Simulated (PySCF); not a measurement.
# Assignment exercise: C$_{6}$H$_{8}$F$_{2}$OSi

Structure with atom numbers: `[F:1][CH2:2]/[C:3]([F:4])=[C:5]1/[CH:6]=[CH:7][CH2:8][O:9][SiH2:10]1`. Each H is labelled by its parent atom.

Level of theory: shielding tensors at PBE0/pcSseg-1 (GIAO), GFN2-xTB geometry, in PySCF (no solvent, averaged over atoms made equivalent by symmetry, fast rotation or ring inversion, non-relativistic Hamiltonian, one computed conformer).

Shifts are taken against calculated references (same method and geometry level): TMS for $^{13}$C, $^{1}$H.

(1) Assign these signals to the numbered atoms. $^{13}$C{$^{1}$H} NMR (computed): δ 165.3 (C), 137.5 (CH), 125.7 (CH), 107.6 (C), 84.4 (CH2), 67.3 (CH2).

(2) Assign these signals to the numbered atoms. $^{1}$H NMR (500 MHz, computed): δ 7.08 (m, 1H), 5.88 (m, 1H), 5.35 (m, 2H), 5.26 (s, 2H), 4.92 (m, 2H).

## Answers

(1) 
165.3 → C3, fully substituted alkene carbon
137.5 → C7, alkene CH: an sp2 carbon of a C=C bond
125.7 → C6, alkene CH
107.6 → C5, fully substituted alkene carbon: as expected for a trigonal carbon in a double bond
84.4 → C2, allylic sp3 CH2 bonded to F: deshielded by the electronegative neighbour
67.3 → C8, allylic sp3 CH2 bonded to O: deshielded by the electronegative neighbour

(2) 
```tsv
δ (ppm)	atoms	environment	reason
7.08	H(C6)	hydrogen on an alkene CH	a vinylic proton, deshielded by the sp2 carbon and the C=C anisotropy
5.88	H(C7)	hydrogen on an alkene CH	–
5.35	H(C2)	hydrogen on an allylic sp3 CH2 bonded to F	its carbon carries F, which withdraws density
5.26	H(Si10)	hydrogen on a silicon bonded to C, O, in a 6-membered ring	–
4.92	H(C8)	hydrogen on an allylic sp3 CH2 bonded to O	its carbon carries O, hence the downfield position
```

H(C2) and H(Si10) lie closer than the usual error of such a calculation, so a measured spectrum could show them in the other order.

Splittings by $^{19}$F in the carbon and heteronuclear signals aren't shown, as no couplings were computed. Shifts are as computed. Against solution values, carbons near 30 ppm lie about +3 ppm off and those near 130 ppm about +5 ppm. Of 1309 compounds with measured shifts, 239 miss one by over three times the rms of a fit or turn the order of signals round; such compounds aren't used in these exercises. No couplings were computed; multiplicities are counted from neighbouring protons, with m where these are inequivalent, close in shift, in a saturated or five-membered ring or joined by F or P, and br s for small geminal =CH2 splittings.
